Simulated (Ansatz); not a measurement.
Spectroscopic constants of SnH, multiplicity 2 (the spin of the measured ground state). No spin–orbit coupling.

| level | bond energy D_e (kcal/mol) |
|---|---|
| SVWN5/def2-TZVPP | 70.67 |
| PBE/def2-TZVPP | 61.12 |
| r2SCAN/def2-TZVPP | 61.69 |
| B97M-V/def2-TZVPP | 65.83 |
| B3LYP/def2-TZVPP | 63.44 |
| PBE0/def2-TZVPP | 60.02 |
| BHLYP/def2-TZVPP | 61.72 |
| CAM-B3LYP/def2-TZVPP | 63.36 |
| wB97M-V/def2-TZVPP | 62.35 |
| B2PLYP/def2-TZVPP | 61.52 |
| CCSD/def2-TZVPP | 60.40 |
| CCSD/def2-QZVPP | 61.52 |
| CCSD(T)/def2-TZVPP | 61.05 |
| CCSD(T)/def2-QZVPP | 62.27 |

The rows run from 60.02 (PBE0/def2-TZVPP) to 70.67 kcal/mol (SVWN5/def2-TZVPP). From def2-TZVPP to def2-QZVPP CCSD(T) changes by 1.21. The 10 functionals in def2-TZVPP without D3 or D4 span 10.65, from PBE0 to SVWN5.

D_e counts from the fitted minimum to each atom's lowest state at the same level, without counterpoise.

Correlated levels freeze the inner cores; with def2 sets outer-core shells near the valence are correlated too.

Codes used: Ansatz (Gaussian orbitals). Values without a source in brackets are computed. In def2 rows elements past Kr take small-core potentials, without spin–orbit coupling.

Ansatz is a quantum-chemistry and plane-wave program.
